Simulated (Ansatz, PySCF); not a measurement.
ReF3, SMILES [F][Re]([F])[F] (connectivity only; charge and spin as stated), neutral, multiplicity 3. Atoms are numbered in the order given.

```xyz
4

Re     0.0000     0.0000     0.0000
F     -1.8167     0.0000     0.0000
F      0.9083     1.5733     0.0000
F      0.9083    -1.5733     0.0000
```
Charge 0, spin multiplicity 3.

Geometry: PBE0-D3(BJ)/def2-TZVP. The multiplicity is an assumed one; other spin states were not compared. The def2 effective core potentials stand for the cores of Re; spin–orbit coupling is left out.

Two levels are set side by side: PBE-D3(BJ)/def2-TZVP (Ansatz, a first-principles code) and PBE0-D3(BJ)/def2-TZVP (Ansatz). Each level has its own optimised geometry; the coordinates shown are those of the second. Frequencies come from the Hessian of PySCF at each geometry. Differences are taken from unrounded values.

| quantity | PBE0-D3(BJ) |
|---|---|
| mean bond length (Å) | 1.817 |
| bond Re1–F2 (Å) | 1.817 |
| bond Re1–F3 (Å) | 1.817 |
| bond Re1–F4 (Å) | 1.817 |
| highest harmonic wavenumber (cm⁻¹) | 740 |
| mean harmonic wavenumber (cm⁻¹) | 457 |
| zero-point energy (kcal/mol) | 3.92 |

Task: What does PBE-D3(BJ) give, and how far is it from PBE0-D3(BJ)? (An estimate is asked for; the answer gives what the named calculation found.)

Result: 
```csv
quantity,PBE-D3(BJ),PBE-D3(BJ) minus PBE0-D3(BJ)
mean bond length (Å),1.831,0.014
bond Re1–F2 (Å),1.831,0.014
bond Re1–F3 (Å),1.831,0.014
bond Re1–F4 (Å),1.831,0.014
highest harmonic wavenumber (cm⁻¹),716,-24
mean harmonic wavenumber (cm⁻¹),443,-15
zero-point energy (kcal/mol),3.80,-0.12
```

Exact exchange shortens and stiffens bonds; PBE has none. Differences between two approximate levels are no errors against the true value.
